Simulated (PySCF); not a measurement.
Relaxation of singlet Zn₂H₄

These are results of PySCF, PBE0, basis Zn def2-TZVP, H def2-TZVP (no relativity, density fitting), not measurements. A (50,194) grid was used.

A hand-made ethylene-like start, of C2h symmetry, held to at least that symmetry:

Coordinates in bohr (charge 0 multiplicity 1):
```
Zn    2.2299    0.0000    0.0000
Zn   -2.2299    0.0000    0.0000
H     3.6472    2.4377    0.2835
H     3.6472   -2.4377    0.2835
H    -3.6472    2.4377   -0.2835
H    -3.6472   -2.4377   -0.2835
```

**Question.** What forces act on the atoms at the start (eV/Å)?

**Answer.** 
```csv
atom,Fx,Fy,Fz
Zn1,2.41,0.00,0.08
Zn2,-2.41,0.00,-0.08
H3,-0.47,1.76,-0.06
H4,-0.47,-1.76,-0.06
H5,0.47,1.76,0.06
H6,0.47,-1.76,0.06
```

**Question.** What does it relax to?

**Answer.** It ends at D2h with Zn–H 1.545 Å (×4); H–Zn–H 179.8° (×2). The molecule has come apart into ZnH₂ + ZnH₂. The frequency run here used a shortcut that can spoil soft modes, so no verdict on minimum or saddle point is given.

**Question.** How much energy is released, and in how many steps?

**Answer.** 261.3 kJ/mol in 19 steps.

Stability towards spin polarisation was not tested.
